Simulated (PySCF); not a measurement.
## Polarisability and C₆ of Pd⁺ (palladium, charge +1)

[Kr] 4d9, 2D determinant. Computed with PySCF 2.14 in aug-cc-pwCVDZ-PP with ECP28MDF (6s6p5d3f, 70 functions), with scalar relativity through the core potential. Coupled (time-dependent) response in atomic units; α is the mean over directions. A double-zeta set is small for polarisabilities.

| method | mean α (bohr³) | α xx, yy, zz | C₆ (like pair) | S(−4) |
| --- | --- | --- | --- | --- |
| UHF | 9.165 | 8.867, 8.867, 9.762 | 52.62 | 31.19 |
| PBE | 11.11 | 10.88, 10.88, 11.58 | 63.98 | 58.55 |
| PBE0 | 10.42 | 10.16, 10.16, 10.94 | 60.16 | 46.77 |
| M06-L | 10.32 | 9.944, 9.944, 11.07 | 60.04 | 43.78 |
| B97-3 | 10.21 | 9.981, 9.981, 10.66 | 58.69 | 44.43 |

S(−4) is the Cauchy moment in α(ω) = α(0) + S(−4) ω² + …

Spin-orbit coupling is absent.

α(iu) at PBE0:

```csv
u (hartree),α(iu) (bohr³)
0,10.42
0.0500,10.30
0.100,9.985
0.200,9.000
0.300,7.945
0.500,6.309
0.750,4.998
1.00,4.089
1.50,2.847
2.00,2.054
3.00,1.178
5.00,0.5150
```

For an ion, C₆ is the dispersion term alone; charge-induced terms of lower order in 1/R come first.

The components differ because the open shell of this determinant is not spherical; for a pure term their mean is the scalar polarisability.

Energies and moments cover only the electrons outside the core potential.
